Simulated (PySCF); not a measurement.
# Basis-set dependence of population analyses: `FB(F)CS[SiH3]`

CH5BF2SSi.
Bonds: F1–B2, B2–F3, B2–C4, C4–S5, S5–Si6. Hydrogens: H7, H8 on C4; H9, H10, H11 on Si6.

PBE0 throughout (PySCF), one geometry, spherical d and f functions. Isolated species at its PBE0-D3(BJ)/def2-SVP geometry (one conformer only). Atoms taken as equivalent share a column and are averaged.

Mulliken charges (e):

| basis | functions | F1/F3 | B2 | C4 | S5 | Si6 | H7/H8 | H9/H10/H11 |
| --- | --- | --- | --- | --- | --- | --- | --- | --- |
| STO-3G | 43 | -0.128 | +0.353 | -0.337 | -0.031 | +0.431 | +0.081 | -0.108 |
| 6-31G | 72 | -0.288 | +0.791 | -0.821 | -0.103 | +0.460 | +0.240 | -0.077 |
| pcSseg-0 | 72 | -0.309 | +1.025 | -1.130 | -0.209 | +0.354 | +0.313 | -0.016 |
| 6-31G* | 102 | -0.249 | +0.711 | -0.719 | -0.139 | +0.317 | +0.232 | -0.045 |
| cc-pVDZ | 117 | -0.090 | +0.273 | -0.239 | -0.176 | +0.209 | +0.092 | -0.024 |
| def2-SVP | 117 | -0.101 | +0.288 | -0.245 | -0.262 | +0.343 | +0.111 | -0.048 |
| pcSseg-1 | 141 | -0.286 | +0.786 | -0.553 | -0.281 | +0.432 | +0.182 | -0.059 |
| aug-cc-pVDZ | 191 | -0.397 | +1.288 | +0.256 | -0.201 | -0.628 | -0.387 | +0.284 |
| 6-311+G(2d,p) | 208 | -0.292 | +0.857 | -0.677 | -0.110 | +0.254 | +0.187 | -0.038 |
| def2-TZVP | 228 | -0.228 | +0.458 | -0.246 | -0.188 | +0.144 | +0.152 | -0.006 |
| cc-pVTZ | 258 | -0.182 | +0.387 | -0.223 | -0.179 | +0.171 | +0.123 | -0.013 |
| IGLO-III | 278 | -0.344 | +0.875 | -0.566 | -0.292 | +0.777 | +0.166 | -0.146 |

IAO charges (e):

| basis | functions | F1/F3 | B2 | C4 | S5 | Si6 | H7/H8 | H9/H10/H11 |
| --- | --- | --- | --- | --- | --- | --- | --- | --- |
| STO-3G | 43 | -0.164 | +0.429 | -0.493 | -0.048 | +0.511 | +0.138 | -0.116 |
| 6-31G | 72 | -0.297 | +0.681 | -0.522 | -0.127 | +0.368 | +0.187 | -0.060 |
| pcSseg-0 | 72 | -0.285 | +0.666 | -0.524 | -0.131 | +0.342 | +0.186 | -0.052 |
| 6-31G* | 102 | -0.309 | +0.727 | -0.519 | -0.140 | +0.505 | +0.175 | -0.102 |
| cc-pVDZ | 117 | -0.305 | +0.713 | -0.514 | -0.136 | +0.501 | +0.175 | -0.100 |
| def2-SVP | 117 | -0.304 | +0.711 | -0.512 | -0.135 | +0.516 | +0.172 | -0.105 |
| pcSseg-1 | 141 | -0.311 | +0.723 | -0.520 | -0.138 | +0.517 | +0.176 | -0.104 |
| aug-cc-pVDZ | 191 | -0.313 | +0.726 | -0.519 | -0.142 | +0.504 | +0.178 | -0.100 |
| 6-311+G(2d,p) | 208 | -0.316 | +0.733 | -0.528 | -0.139 | +0.532 | +0.179 | -0.108 |
| def2-TZVP | 228 | -0.318 | +0.741 | -0.532 | -0.138 | +0.541 | +0.179 | -0.111 |
| cc-pVTZ | 258 | -0.317 | +0.739 | -0.530 | -0.140 | +0.527 | +0.179 | -0.107 |
| IGLO-III | 278 | -0.318 | +0.738 | -0.532 | -0.135 | +0.536 | +0.179 | -0.110 |

Some averages cover members that differ in this geometry, most widely: H9/H10/H11, Mulliken in aug-cc-pVDZ +0.222 to +0.338; F1/F3, Mulliken in aug-cc-pVDZ -0.445 to -0.348; H7/H8, Mulliken in aug-cc-pVDZ -0.417 to -0.356; F1/F3, Mulliken in 6-311+G(2d,p) -0.310 to -0.274 e.

Which scheme is steadiest as the basis changes?

Largest range over the bases for any column: IAO 0.31 e, Mulliken 1.41 e. IAO charges move least and Mulliken charges most, counted in e. Without the minimal STO-3G basis the ranges are IAO 0.20, Mulliken 1.41 e.

How much do the charges still move between the two largest bases, cc-pVTZ and IGLO-III?

At most, over all atoms: Mulliken 0.607 e, IAO 0.008 e.

What do the same runs give for the total energy, the frontier levels and the dipole moment?

| basis | energy (Eh) | HOMO (eV) | LUMO (eV) | μ (D) |
| --- | --- | --- | --- | --- |
| STO-3G | -941.5542 | -3.33 | 3.95 | 0.84 |
| 6-31G | -952.7716 | -7.22 | -0.51 | 2.04 |
| pcSseg-0 | -951.5242 | -7.47 | -0.61 | 2.04 |
| 6-31G* | -952.8950 | -7.10 | -0.19 | 1.60 |
| cc-pVDZ | -952.9512 | -7.13 | -0.31 | 1.54 |
| def2-SVP | -952.5261 | -7.19 | -0.34 | 1.60 |
| pcSseg-1 | -952.8927 | -7.32 | -0.56 | 1.70 |
| aug-cc-pVDZ | -952.9717 | -7.24 | -0.69 | 1.63 |
| 6-311+G(2d,p) | -953.0507 | -7.26 | -0.72 | 1.65 |
| def2-TZVP | -953.0798 | -7.26 | -0.58 | 1.62 |
| cc-pVTZ | -953.0741 | -7.25 | -0.51 | 1.60 |
| IGLO-III | -953.0817 | -7.21 | -0.57 | 1.60 |

The dipole is fixed by the density alone, so its range of 1.20 D shows that the density itself changes with the basis, not only its division among atoms.
